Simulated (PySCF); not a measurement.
Compound: HfH4 (singlet state).
Structure used (PBE0-D3(BJ)/def2-SVP), in Å, numbered top down from 1:
```
atom  x, y, z in Å
Hf1    0.0000    0.0000    0.0000
H2     0.0112   -0.0175    1.8440
H3     1.7350    0.0102   -0.6250
H4    -0.8769    1.5093   -0.5953
H5    -0.8693   -1.5020   -0.6237
```

Method: TDDFT PBE0/def2-SVPD, vertical, gas phase, core orbitals frozen in the response, def2 core potentials past Kr (PySCF). Spin–orbit coupling is left out.

Transition dipole moments from the ground state, in atomic units and in the frame of the coordinates above (overall signs are arbitrary), for the states with f of 0.002 or more among the lowest 6:

| state | E (eV) | μx | μy | μz |
| --- | --- | --- | --- | --- |
| S4 | 4.612 | -0.186 | -0.153 | -0.065 |
| S5 | 4.612 | -0.147 | 0.197 | -0.041 |
| S6 | 4.612 | 0.076 | 0.008 | -0.237 |

Question: Work out the oscillator strengths.

Answer: f = (2/3) ΔE |μ|² with ΔE in hartree (27.2114 eV).

```csv
state,|μ|² (au),|μ| (D),f
S4,0.062,0.63,0.007
S5,0.062,0.63,0.007
S6,0.062,0.63,0.007
```

Question: The point group is Td. Which irreducible representation does each state belong to?

Answer: Every allowed level is T2, three states with equal energy: S4/S5/S6.

Question: What peak molar absorption coefficient would the strongest computed level give as a lone Gaussian band 0.5 eV wide at half height?

Answer: ε(max) = 2.175×10⁸ f / FWHM, with the width in cm⁻¹. S4/S5/S6 (f summed): 2.175×10⁸ × 0.0210 / 4033 ≈ 1100 L mol⁻¹ cm⁻¹.

S4/S5/S6 coincide within about 0.01 eV; within a degenerate level the directions of the single components are arbitrary.

All these states lie below the vertical ionisation energy of 10.59 eV (ΔSCF).
